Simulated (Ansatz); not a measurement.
One change: `FCCBS` becomes `N[SiH2]CCF`.

Ansatz, PBE0-D4/def2-TZVP geometries, multiplicity 1. Each molecule was computed in one conformer, which needn't be the lowest.

| property | `FCCBS` |
| --- | --- |
| LUMO energy (B3LYP/def2-TZVPP) / eV | -1.12 |
| size of the dipole moment (ωB97M-V/def2-TZVPP) / D | 2.33 |
| size of the dipole moment (PBE/def2-TZVPP) / D | 2.23 |
| HOMO–LUMO gap (PBE0/def2-TZVPP) / eV | 7.31 |
| LUMO energy (PBE0/def2-TZVPP) / eV | -0.93 |
| LUMO energy (PBE/def2-TZVPP) / eV | -1.90 |

(1) What does the change do to each property? (An estimate is asked.)

Answers

(1) Ansatz gave: 
```tsv
property	`N[SiH2]CCF`	shift
LUMO energy (B3LYP/def2-TZVPP) / eV	0.09	1.21
size of the dipole moment (ωB97M-V/def2-TZVPP) / D	2.55	0.22
size of the dipole moment (PBE/def2-TZVPP) / D	2.43	0.20
HOMO–LUMO gap (PBE0/def2-TZVPP) / eV	7.88	0.57
LUMO energy (PBE0/def2-TZVPP) / eV	0.37	1.30
LUMO energy (PBE/def2-TZVPP) / eV	-0.46	1.44
```

With PBE0 the HOMO rises by 0.73 eV and the LUMO rises by 1.30 eV, so the gap widens by about 0.57 eV. PBE moves the HOMO by 1.00 eV and ωB97M-V by 0.56 eV. Dipoles are sizes alone; their direction can turn.

B3LYP here is the variant with VWN-RPA as its local correlation; programs differ in this.
